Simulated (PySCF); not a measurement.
The isolated species `BBSC` (CH6B2S) is ionised with synchrotron light (hν = 1150.0 eV). Calculated photoelectron kinetic energies of its computed core levels, recoil neglected:

```
line  kinetic energy (eV)
   1               954.70
   2               953.96
   3               858.52
```

Computed, not measured: delta-SCF UKS SCAN, pcX-2 on the ionised atom, pcseg-1 elsewhere, spin-free X2C in PySCF.

Which element, shell and site does each line come from? Numbering: `[BH2:1][BH:2][S:3][CH3:4]`.

Against the vacuum level, binding energy = hν − kinetic energy.

```tsv
line	binding energy (eV)	level	atoms	environment
1	195.30	B 1s	B2	three-coordinate boron
2	196.04	B 1s	B1	three-coordinate boron
3	291.48	C 1s	C4	S-methyl carbon
```

Out of reach at this photon energy: S 1s (2477.2 eV).

Where does line 1 move with hν = 1000.0 eV?

To 1000.0 − 195.30 = 804.70 eV; every photoline shifts by the change in photon energy, -150.0 eV.

The listed B 1s values span 0.74 eV, from B2 (bonded to S, H and B) to B1 (bonded to 2 H and B).

Which photon energy gives electrons from B 1s of B1 a kinetic energy of 20 eV, and what is their de Broglie wavelength?

hν = 196.04 + 20 = 216.04 eV, recoil neglected; λ = 12.264 Å/√(E/eV) = 2.74 Å.

Other core shells, valence and Auger electrons aren't listed. Not every level is listed. The unrestricted hole states depart most from a pure doublet (⟨S²⟩ = 0.75; over 0.85 named) for B 1s of B1 (1.00) and B 1s of B2 (0.88), which makes these values less certain. Geometry: PBE0-D3(BJ)/def2-SVP, one conformer, isolated molecule.

Shape of the structure used: `[BH2:1][BH:2][S:3][CH3:4]`: B1–B2–S3–C4 0°.
